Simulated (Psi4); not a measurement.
C$_{6}$H$_{14}$AlO$_{2}$, charge +1, singlet, at a GFN2-xTB geometry (such geometries of metal compounds can be far from the true shape). Base run: CAM-B3LYP/STO-3G (Psi4).

Geometry (Å):
```xyz
23

Al     0.0380     0.5569     0.1365
O     -0.1181     0.2931     1.7392
C     -1.0211    -0.4879     2.5267
C     -0.8617    -1.9509     2.1696
C     -2.4314     0.0188     2.3048
H     -0.6993    -0.3041     3.5592
H     -1.0828    -2.0701     1.1016
H     -1.5468    -2.5723     2.7398
H      0.1563    -2.2842     2.3567
H     -2.5193     1.0586     2.6124
H     -2.6525    -0.0477     1.2302
H     -3.1583    -0.5773     2.8501
O      0.2093     1.0429    -1.4118
C      1.0290     0.6036    -2.4983
C      0.6721    -0.8255    -2.8500
C      2.4850     0.7657    -2.1125
H      0.7660     1.2816    -3.3197
H      0.8425    -1.4502    -1.9643
H      1.2895    -1.1967    -3.6635
H     -0.3738    -0.9015    -3.1374
H      2.7151     1.8094    -1.9096
H      2.6618     0.1842    -1.1967
H      3.1462     0.3998    -2.8936
```
Charge +1, spin multiplicity 1.
All else is at Psi4's defaults (density fitting).
Base energy -621.77171 Eh.

Variants of this job, named by their change:

```csv
change,ΔE vs base (µEh),SCF cycles,grid points,basis functions,outcome
base,0.0,8,481407,63,converged
guess = huckel,0.0,12,481407,63,converged
dft_spherical_points = 974,14.9,8,1547925,63,converged
e_convergence = 1e-10,0.0,11,481407,63,converged
df_basis_scf = cc-pvtz-jkfit,?,8,481407,63,converged
dft_spherical_points = 110,-408,8,175716,63,converged
dft_basis_tolerance = 1e-8,0.0,8,477665,63,converged
guess = sapgau,0.0,9,481407,63,converged
scf_type = dfdirj+link,-,-,-,-,input refused
dft_pruning_scheme = treutler,?,8,259465,63,converged
dft_radial_points = 99,-0.2,8,632106,63,converged
cholesky_tolerance = 1e-6 (with scf_type cd),-,-,-,-,input refused
puream = false,203,8,481407,63,converged
```

Question: What belongs in the gaps?

Answer: 
- df_basis_scf = cc-pvtz-jkfit, ΔE vs base (µEh): 2495
- dft_pruning_scheme = treutler, ΔE vs base (µEh): -2862

- scf_type = dfdirj+link: ended with `psi4.driver.p4util.exceptions.ValidationError: SCF: SCF_TYPE (DFDIRJ+LINK) not supported for range-separated functionals, plese use SCF_TYPE = 'DF' to automatically select the correct JK build.`
- cholesky_tolerance = 1e-6 (with scf_type cd): ended with `psi4.driver.p4util.exceptions.ValidationError: SCF: SCF_TYPE (CD) not supported for range-separated functionals, plese use SCF_TYPE = 'DF' to automatically select the correct JK build.`
